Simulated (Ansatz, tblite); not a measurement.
Isomers of K2S2⁻ (doublet), found by a short tight-binding search and relaxed with r2SCAN-D4/def2-TZVPD in Ansatz.

The xTB rows come from tblite. B3LYP takes the VWN-RPA correlation.

Run but left out: HF/def2-TZVPD, MP2/def2-TZVPD, CCSD/def2-TZVPD, CCSD(T)/def2-TZVPD (flagged by the program: other amplitudes, other roots).

A: At PBE-D4/def2-TZVPD, r2SCAN-D4/def2-TZVPD the highest occupied level of the charge -1 doublet lies above zero (up to 0.24 eV). It is a level of β spin, whose loss leaves a triplet; that state wasn't run at this geometry and level. The electron is either unbound and held by the finite basis, or the level is raised by self-interaction error. At PBE-D4/def2-TZVPD the gap within one spin of the charge -1 doublet nearly closes, so an electron or hole may be smeared out by delocalisation error. B: At PBE-D4/def2-TZVPD, r2SCAN-D4/def2-TZVPD, B3LYP-D4/def2-TZVPD, PBE0-D4/def2-TZVPD and others the highest occupied level of the charge -1 doublet lies above zero (up to 0.59 eV). By energy differences its removal costs 0.44 eV (vertical, to the charge 0 singlet, at r2SCAN-D4/def2-TZVPD); a positive level beside a positive removal energy at the same level points to self-interaction error.

Other spin states were run for one of them alone.

A:

Cartesian coordinates in Å:
```
K -1.191 1.122 -1.031
K 1.191 -1.123 1.031
S 1.492 0.063 -1.656
S -1.492 -0.062 1.656
```

B:

```xyz
4

K    -0.534   -2.013   -1.041
K     0.850    2.090   -0.579
S    -1.163    0.321    0.631
S     0.847   -0.397    0.989
```

Question: Estimate which lies lowest at each level, and how far above it the others are (kJ/mol).

Answer: 
```json
{"level": "GFN1-xTB", "A": "19.2", "B": "0.0"}
{"level": "GFN2-xTB", "A": "27.0", "B": "0.0"}
{"level": "PBE-D4/def2-TZVPD", "A": "42.8", "B": "0.0"}
{"level": "r2SCAN-D4/def2-TZVPD", "A": "36.7", "B": "0.0"}
{"level": "B3LYP-D4/def2-TZVPD", "A": "31.3", "B": "0.0"}
{"level": "PBE0-D4/def2-TZVPD", "A": "62.8", "B": "0.0"}
{"level": "BHLYP-D4/def2-TZVPD", "A": "52.4", "B": "0.0"}
```
Point groups (tolerance 0.1 Å): A D2h, B C2v. Lower isomers may exist.
